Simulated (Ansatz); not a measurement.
`CC(C)(C)[O][Ga]([F])[Cl]`, charge 0, multiplicity 1.

Question: Give a relaxed structure at PBE0-D4/def2-TZVP (Ansatz). (Best estimate.)

Answer: Computed: 
Z-matrix (Å, degrees):
```
C
C 1 1.521
H 1 1.092 2 110.9
H 1 1.094 2 110.8 3 -119.5
H 1 1.092 2 110.2 3 119.9
C 2 1.521 1 110.8 3 62.7
C 2 1.520 1 110.7 3 -60.6
O 2 1.434 1 109.6 3 -176.2
H 6 1.092 2 110.9 1 -62.6
H 6 1.092 2 110.2 1 177.5
H 6 1.094 2 110.8 1 56.8
H 7 1.091 2 110.2 1 -58.6
H 7 1.092 2 110.7 1 61.7
H 7 1.091 2 110.2 1 -178.1
Ga 8 1.756 2 124.0 1 -61.0
F 15 1.747 8 122.1 2 -0.1
Cl 15 2.107 8 120.9 2 179.9
```
Point group Cs.
This is one stationary point; other conformers may exist.
